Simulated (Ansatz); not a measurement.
`[BH2][GaH][SiH3]` at its PBE0-D4/def2-TZVP geometry, where that method's forces vanish. The species carries charge 0 and has multiplicity 1.

```xyz
9

B     1.5894   -1.5210   -0.1586
Ga    0.0459   -0.3486   -0.8508
Si   -1.1159    1.2327    0.5731
H     2.7283   -1.1485   -0.1814
H     1.3973   -2.5954    0.3367
H    -0.4778   -0.3984   -2.3369
H    -0.9822    2.6119    0.0215
H    -0.6144    1.2589    1.9752
H    -2.5707    0.9084    0.6211
```

Q: What forces (eV/Å) does B3LYP-D4/def2-TZVPP give on these atoms in Ansatz 0.2.0? (Best estimate.)

A: The calculation gave: 
```
B1   0.152 -0.121  0.054
Ga2  0.002 -0.022 -0.057
Si3 -0.093  0.120  0.094
H4  -0.122 -0.038  0.006
H5   0.020  0.117 -0.049
H6  -0.001  0.000 -0.001
H7  -0.009 -0.076  0.034
H8  -0.029 -0.001 -0.081
H9   0.081  0.020  0.000
```

B3LYP here is the variant with VWN-RPA as its local correlation; programs differ in this.
